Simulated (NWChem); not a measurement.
# C3H4ClFSi; SMILES C([SiH3])=C=C(F)Cl

```xyz
10

F     -1.5852    -1.6415     0.2776
C     -0.4108    -1.0973    -0.0751
Cl     0.9113    -2.2224     0.0735
C     -0.2783     0.1326    -0.4893
C     -0.1266     1.3771    -0.8672
Si     0.2122     2.7846     0.3438
H     -0.2034     1.6131    -1.9333
H     -0.8887     3.7823     0.2694
H      0.3079     2.2367     1.7183
H      1.4833     3.4637    -0.0248
```
Atoms are numbered in this order, from 1.

Computed with NWChem. The geometry was optimised at B3LYP/6-31G* (spherical d).

### Question
Order these by “highest occupied level (eV)”, lowest first: LDA (Slater exchange, VWN5)/def2-TZVP; B3LYP/def2-TZVP; CAM-B3LYP/def2-TZVP; BLYP/def2-TZVP.

### Answer
CAM-B3LYP/def2-TZVP (-8.57), B3LYP/def2-TZVP (-7.04), LDA (Slater exchange, VWN5)/def2-TZVP (-6.20), BLYP/def2-TZVP (-5.90)
